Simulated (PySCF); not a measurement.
A run for PySCF: R-B3LYP/LANL2DZ on CH8Sn (a complex), monomers drawn apart or pushed together.

```python
from pyscf import gto, scf, dft, mp
from pyscf.data.elements import chemcore

mol = gto.M(
    atom='''
    Sn    0.13356854    0.15212734   -0.08765055
    H    -1.29136275    0.93228077    0.43939690
    H     0.07293431   -1.50056001    0.33887985
    H     0.26165590    0.29418080   -1.78656392
    H     1.49185619    0.88353472    0.64500917
    C    -0.23865329   -0.27231357    5.34161011
    H     0.73782876    0.14005202    5.09111305
    H    -0.32500191   -0.36822983    6.42299738
    H    -1.01946216    0.39192414    4.97353423
    H    -0.34836614   -1.25332879    4.88123133
    ''',
    basis='lanl2dz',
    ecp={'Sn': 'lanl2dz'},
    charge=0, spin=0, verbose=3, max_memory=1800)
mf = dft.RKS(mol, xc='b3lyp')
mf.conv_tol = 1e-8
mf.max_cycle = 100
mf.kernel()
if not mf.converged:
    mf = mf.newton().run(mf.mo_coeff, mf.mo_occ)
```

It printed:

```
converged SCF energy = -46.2506929181371
```

The calculation finished and met its thresholds.

Cost: around 1.4 core-seconds (rough).
